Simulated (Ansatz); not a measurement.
CH$_{4}$MoO$_{3}$S, SMILES `C[O][Mo](=[O])([OH])=[S]` at its PBE0-D4/def2-TZVP geometry, where that method's forces vanish. Total charge 0; spin multiplicity 1. Mo takes the def2 core potential.

```xyz
10

C     0.4294    0.6329    1.6881
O     0.6847    0.3226    0.3383
Mo   -0.2816   -0.0911   -1.1682
O     0.3897    0.7070   -2.4750
O    -0.2752   -1.9395   -1.4539
S    -2.2691    0.5684   -0.8659
H     1.1305    1.4074    2.0067
H     0.5775   -0.2603    2.3006
H    -0.5967    0.9900    1.8109
H     0.2107   -2.3373   -2.1818
```

Problem. What forces (eV/Å) does B3LYP-D4/def2-TZVPP give on these atoms in Ansatz? (Estimate.)

Solution. Computed: 
```
C1  -0.026  0.092  0.376
O2   0.227  0.023  0.066
Mo3 -0.016 -0.128  0.090
O4   0.266  0.326 -0.523
O5  -0.010 -0.407 -0.058
S6  -0.466  0.148  0.079
H7  -0.043 -0.041  0.000
H8  -0.010  0.054 -0.021
H9   0.066 -0.021  0.002
H10  0.011 -0.046 -0.011
```

B3LYP here is the variant with VWN-RPA as its local correlation; programs differ in this.
